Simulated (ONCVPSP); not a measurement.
Logarithmic derivatives: Zr, ONCV

zirconium, optimised norm-conserving Vanderbilt (ONCV), made with ONCVPSP 4.0.1 (LDA (Perdew-Wang 92), scalar-relativistic). Core [Ar] 3d10, reference 4s2 4p6 4d2 5s1 (charge +1). Waves: 4s+5s: rc 1.60 bohr, ncon 3, nbas 6, qcut 5.7 1/bohr, 2 projectors; 4p: rc 1.80 bohr, ncon 4, nbas 7, qcut 6.9 1/bohr, 2 projectors, debl 1.3 Ha; 4d: rc 1.70 bohr, ncon 5, nbas 8, qcut 5.7 1/bohr, 2 projectors, debl 0.4 Ha. Local part: polynomial inside 1.60 bohr (lpopt 5, dvloc0 0 Ha). Core correction: Teter function, fcfact 1.75, rcfact 1.5.

In the p channel the program set the typed energies aside and used -1.443, 0.250 Ha.

The phase is arctan(r·R′/R) of the radial function R(r), unwrapped; energies in Ha, scanned from -4 to 5 Ha. A pole is an energy at which the radial function vanishes at the test radius. The pseudo phase is shifted by a multiple of π to meet the all-electron one at the reference energy, and phase errors are pseudo minus all-electron; the curves can meet again beyond the range given. Levels narrower than the energy grid can be missing from the lists of poles.

Task: For each channel, where are the poles, and over which energies does the pseudopotential scatter like the atom?

Result:

```csv
channel,radius (bohr),reference energy (Ha),"poles, all-electron","poles, pseudo",unbroken range about the reference energy with phases within 0.05 rad,phase error 1 Ha above the reference energy (rad)
s,1.62,-0.38,-1.19,-1.19,the whole range,-0.000
p,1.83,-1.44,-0.66,-0.66,the whole range,-0.000
d,1.72,-0.37,1.45,1.45,below 4.0,-0.000
```

Phases in the d channel:

```csv
E (Ha),all-electron,pseudo
-3.98,1.273,1.273
-3.74,1.258,1.257
-3.50,1.239,1.239
-3.26,1.218,1.218
-3.02,1.192,1.192
-2.78,1.161,1.161
-2.54,1.123,1.123
-2.30,1.074,1.074
-2.06,1.010,1.009
-1.82,0.921,0.921
-1.58,0.793,0.793
-1.34,0.600,0.600
-1.10,0.304,0.304
-0.86,-0.106,-0.106
-0.62,-0.536,-0.536
-0.38,-0.866,-0.866
-0.14,-1.084,-1.084
0.10,-1.228,-1.228
0.34,-1.329,-1.329
0.58,-1.403,-1.403
0.82,-1.460,-1.461
1.06,-1.508,-1.508
1.30,-1.548,-1.548
1.54,-1.584,-1.584
1.78,-1.618,-1.618
2.02,-1.651,-1.651
2.26,-1.684,-1.685
2.50,-1.719,-1.721
2.74,-1.758,-1.761
2.98,-1.804,-1.808
3.22,-1.860,-1.867
3.46,-1.933,-1.945
3.70,-2.034,-2.056
3.94,-2.186,-2.227
4.18,-2.429,-2.511
4.42,-2.822,-2.966
4.66,-3.335,-3.498
4.90,-3.769,-3.891
```
